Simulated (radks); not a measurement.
Species: Cs IX. Configuration: [Kr] 4d10 5s1. Calculated with a radial shooting solver on a logarithmic mesh with Libxc functionals: scalar-relativistic Kohn-Sham, HCTH/407, spin-polarised, spherical densities, point nucleus; open shells are filled with parallel spins first (spin-orbit coupling, left out, can overturn this in heavy ions). Some entries of the table are withheld. Estimate them.

| orbital | occ. | eigenvalue (eV) | r(max) (bohr) | <1/r> (bohr^-1) |
|---|---|---|---|---|
| 1s up | 1 | -35902.72 | 0.01679 | 59.37 |
| 1s down | 1 | -35902.60 | 0.01679 | 59.37 |
| 2s up | 1 | -5732.429 | 0.09490 | 13.64 |
| 2s down | 1 | -5732.357 | 0.09490 | 13.64 |
| 2p up | 3 | -5156.705 | 0.07617 | 13.00 |
| 2p down | 3 | -5156.634 | 0.07617 | 13.00 |
| 3s up | 1 | -1280.168 | 0.2724 | 4.922 |
| 3s down | 1 | -1280.072 | 0.2724 | 4.922 |
| 3p up | 3 | -1094.664 | 0.2664 | 4.675 |
| 3p down | 3 | -1094.565 | 0.2664 | 4.675 |
| 3d up | 5 | -822.3522 | 0.2200 | 4.432 |
| 3d down | 5 | -822.2580 | 0.2200 | 4.432 |
| 4s up | 1 | -328.9736 | 0.6410 | 2.028 |
| 4s down | 1 | -328.7784 | 0.6412 | 2.028 |
| 4p up | 3 | -269.2366 | 0.6705 | 1.870 |
| 4p down | 3 | -268.9969 | 0.6706 | 1.872 |
| 4d up | 5 | -181.7185 | 0.7144 | (1) |
| 4d down | 5 | -181.3314 | 0.7142 | (2) |
| 5s up | 1 | (3) | 1.424 | 0.8908 |
| 5s down | 0 | (4) | 1.447 | 0.8790 |
| 5p down | 0 | (5) | 1.603 | 0.8081 |
| 5p up | 0 | (6) | 1.553 | 0.8078 |
| 6s up | 0 | -63.4188 | 2.778 | 0.4828 |

Answer. 
(1) 4d up <1/r> (bohr^-1): 1.619
(2) 4d down <1/r> (bohr^-1): 1.623
(3) 5s up eigenvalue (eV): -119.7722
(4) 5s down eigenvalue (eV): -119.6453
(5) 5p down eigenvalue (eV): -101.8770
(6) 5p up eigenvalue (eV): -101.7641
